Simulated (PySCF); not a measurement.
# How many f electrons in YbS?

Unrestricted PBE0; basis Yb x2c-SVPall, S x2c-SVPall; spin-free X2C with a Gaussian nucleus; PySCF 2.14. The search starts from ions with several 4f fillings and holds each by maximum overlap.

The lowest solution has 2Ms+1 = 1, about 13.9 4f electrons, near 2.34 Å.

The lowest solution of each spin and filling, followed along the bond (rough minima from three points):

```tsv
2Ms+1	4f population	⟨S²⟩ at the start	R at minimum (Å)	Te (eV)
1	13.91	0.00	2.34	0.00
3	13.44	2.01	2.51	0.79
1	13.44	1.01	2.52	0.83
```

Solutions at the starting distance of 2.282 Å, counted from the lowest; the search is not exhaustive:

```json
{"2Ms+1": "1", "4f population": "13.91", "E (eV)": "0.00", "⟨S²⟩": "0.00", "⟨Lz²⟩": "0.0", "μ (D)": "-8.57"}
{"2Ms+1": "3", "4f population": "13.44", "E (eV)": "0.88", "⟨S²⟩": "2.01", "⟨Lz²⟩": "1.5", "μ (D)": "-5.48"}
{"2Ms+1": "1", "4f population": "13.44", "E (eV)": "0.93", "⟨S²⟩": "1.01", "⟨Lz²⟩": "1.5", "μ (D)": "-5.49"}
{"2Ms+1": "3", "4f population": "13.38", "E (eV)": "0.95", "⟨S²⟩": "2.00", "⟨Lz²⟩": "0.0", "μ (D)": "-5.75"}
{"2Ms+1": "3", "4f population": "13.01", "E (eV)": "1.24", "⟨S²⟩": "2.00", "⟨Lz²⟩": "4.0", "μ (D)": "-6.48"}
{"2Ms+1": "1", "4f population": "13.01", "E (eV)": "1.25", "⟨S²⟩": "1.00", "⟨Lz²⟩": "4.0", "μ (D)": "-6.47"}
{"2Ms+1": "3", "4f population": "13.01", "E (eV)": "1.65", "⟨S²⟩": "2.00", "⟨Lz²⟩": "9.0", "μ (D)": "-6.53"}
{"2Ms+1": "1", "4f population": "13.01", "E (eV)": "1.67", "⟨S²⟩": "1.00", "⟨Lz²⟩": "9.0", "μ (D)": "-6.50"}
{"2Ms+1": "3", "4f population": "13.06", "E (eV)": "2.87", "⟨S²⟩": "2.01", "⟨Lz²⟩": "3.8", "μ (D)": "-1.57"}
{"2Ms+1": "3", "4f population": "13.27", "E (eV)": "3.25", "⟨S²⟩": "2.01", "⟨Lz²⟩": "1.0", "μ (D)": "-5.15"}
```

Partly filled real f orbitals mix terms, so no term symbols are given. A population far from a whole number shows f orbitals mixing with d and ligand orbitals, not a clean configuration. A positive dipole means Yb(−)S(+).

Spin–orbit coupling is left out. Counting both spins, an empty level lies below a filled one in some of these solutions, because spin and occupation are held.
